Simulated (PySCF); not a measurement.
# Energy of Al⁺ (aluminium, charge +1) between two integer charges

The 3s beta orbital of [Ne] 3s2 is emptied in steps (occupation f), with all orbitals relaxed, ending at [Ne] 3s1. Calculation: PySCF 2.14, in aug-cc-pVTZ-DK (6s5p3d2f, 50 functions); the spin-free X2C one-electron Hamiltonian (Gaussian nucleus). The exact energy is a straight line in f; departures are measured from the line between the end points of the same method.

Task: Among UHF, LDA, PBE, PBE0, r2SCAN, LC-wPBE, BHandHLYP, BLYP, B3LYP, which shows the largest delocalisation error (convex curve), and which is closest to linear?

Result: Most convex: BLYP (-1.044 eV at f = 0.5); closest to linear: UHF (0.051 eV).

| f | UHF (eV) | LDA (eV) | PBE (eV) | PBE0 (eV) | r2SCAN (eV) | LC-wPBE (eV) | BHandHLYP (eV) | BLYP (eV) | B3LYP (eV) |
| --- | --- | --- | --- | --- | --- | --- | --- | --- | --- |
| 1 | 0.000 | 0.000 | 0.000 | 0.000 | 0.000 | 0.000 | 0.000 | 0.000 | 0.000 |
| 0.75 | 0.041 | -0.749 | -0.748 | -0.547 | -0.630 | -0.056 | -0.400 | -0.779 | -0.622 |
| 0.5 | 0.051 | -0.993 | -0.997 | -0.727 | -0.807 | -0.081 | -0.544 | -1.044 | -0.834 |
| 0.25 | 0.037 | -0.736 | -0.746 | -0.541 | -0.568 | -0.073 | -0.421 | -0.787 | -0.630 |
| 0 | 0.000 | 0.000 | 0.000 | 0.000 | 0.000 | 0.000 | 0.000 | 0.000 | 0.000 |

| method | E(f=0) − E(f=1) (eV) | −ε at f=1 (eV) | −ε at f=0.5 (eV) |
| --- | --- | --- | --- |
| UHF | 17.551 | 17.780 | 17.541 |
| LDA | 18.915 | 14.906 | 18.950 |
| PBE | 18.783 | 14.799 | 18.784 |
| PBE0 | 18.679 | 15.756 | 18.691 |
| r2SCAN | 18.399 | 14.951 | 18.573 |
| LC-wPBE | 18.625 | 18.331 | 18.583 |
| BHandHLYP | 18.721 | 16.618 | 18.667 |
| BLYP | 18.849 | 14.713 | 18.828 |
| B3LYP | 18.934 | 15.632 | 18.914 |

Reference removal energy between the ground levels: 18.829 eV (measured; NIST Atomic Spectra Database, ionization energies). UHF lacks correlation.
